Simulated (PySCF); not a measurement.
Al(OSiH3)2 (AlH₆O₂Si₂), SMILES [O]([Al+][O][SiH3])[SiH3], charge +1. Atoms are numbered in the order given.

```xyz
11

Al     0.0000     0.0000     0.0000
O      0.0000     0.0000     1.6198
Si     0.0000     0.0000     3.3402
H      0.9973     1.0198     3.7467
H      0.3845    -1.3736     3.7467
H     -1.3818     0.3538     3.7467
O      0.0000     0.0000    -1.6198
Si     0.0000     0.0000    -3.3402
H      0.9973    -1.0198    -3.7467
H      0.3845     1.3736    -3.7467
H     -1.3818    -0.3538    -3.7467
```
Charge +1, spin multiplicity 1.

Coordinates come from a PBE0-D3(BJ)/def2-SVP optimisation. The multiplicity is an assumed one; no other spin state was optimised. The isomer is the one that the SMILES or the coordinates give; other isomers of the formula were not compared. One conformer was computed; it need not be the lowest.

Level of theory: PySCF with r2SCAN/def2-TZVP.

Symmetry labels are those of the subgroup C2 that the program uses (full group D3).

Computed valence orbital energies around the gap with their symmetry:
```
orbital  symmetry  energy (eV)
-------  --------  -----------
HOMO−7          B       -14.76
HOMO−6          A       -14.76
HOMO−5          A       -14.54
HOMO−4          B       -14.54
HOMO−3          B       -12.41
HOMO−2          A       -12.41
HOMO−1          A       -12.31
HOMO            B       -12.31
LUMO            A        -8.22
LUMO+1          B        -5.38
LUMO+2          A        -5.38
LUMO+3          B        -4.18
```
